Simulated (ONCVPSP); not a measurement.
# Ti (Z = 22): one change to an ONCV potential, before and after

```
Element                 : titanium (Ti)
Generator               : ONCVPSP 4.0.1
Type                    : optimised norm-conserving Vanderbilt (ONCV)
Functional              : revPBE
Relativity              : scalar-relativistic
Frozen core             : [Ne] 3s2
Valence charge          : 10
Reference configuration : 3p6 3d2 4s1.75 (charge +0.25)
Partial waves           : 4s: rc 2.90 bohr, ncon 4, nbas 8, qcut 2.9 1/bohr, 2 projectors, debl 2.5 Ha; 3p: rc 1.65 bohr, ncon 3, nbas 6, qcut 9.8 1/bohr, 2 projectors, debl 2.2 Ha; 3d: rc 2.55 bohr, ncon 3, nbas 7, qcut 6.1 1/bohr, 2 projectors, debl 1.5 Ha
Local potential         : polynomial inside 1.10 bohr (lpopt 5, dvloc0 1 Ha)
Core correction         : Teter function, fcfact 3.5, rcfact 1.55
```

Change: s: qcut 2.3.

Cutoffs: the cutoffs (Ha) at which the residual kinetic energy of the hardest occupied pseudo-wave falls to 1 and 0.1 mHa per electron; they do not see the model core or the augmentation charge, which bear on the density cutoff. Errors are all-electron minus pseudo energies relative to the spin-unpolarised reference configuration.

Question: Predict the effect on cutoff, ghosts and configuration errors.

Answer: The potential gets neither clearly harder nor softer (20 Ha and 25 Ha → 20 Ha and 25 Ha); both files keep a bound ghost (s); of the 4 tests that both files solve, the error grows in 2 and shrinks in 0 by more than 15 % and 0.3 meV (median size 1.0 → 2.6 meV).

```tsv
quantity	base	changed
cutoff, loose	20 Ha	20 Ha
cutoff, tight	25 Ha	25 Ha
loose cutoff by channel	s 2.7 Ha, p 20 Ha, d 14 Ha	s 2.5 Ha, p 20 Ha, d 14 Ha
bound ghosts	s	s
GHOST(+) flags under 300 eV	none	none
error for 3p6 3d2 4s2, meV [ΔE -1.28 eV]	+0.1	0.0
error for 3p6 3d2 4s1, meV [ΔE 6.00 eV]	-1.0	-1.9
error for 3p6 3d2 4s0, meV [ΔE 19.43 eV]	-1.0	-3.3
error for 3p6 3d2.5 4s1.5, meV [ΔE -0.92 eV]	+25	+27
s: phases at 2.95 bohr within 0.05 rad from the reference energy up to (Ha; the scan ends near 5)	n/a	n/a
p: phases at 1.68 bohr within 0.05 rad from the reference energy up to (Ha; the scan ends near 5)	to the end of the scan	to the end of the scan
d: phases at 2.58 bohr within 0.05 rad from the reference energy up to (Ha; the scan ends near 5)	3.3	3.3
rms error of d²Exc/dni dnj with the model core, mHa	3.01	3.01
```

 A true bound ghost makes a file unfit for plane-wave use even where its test errors are small: the radial tests pick states by their node count and pass the ghost by.
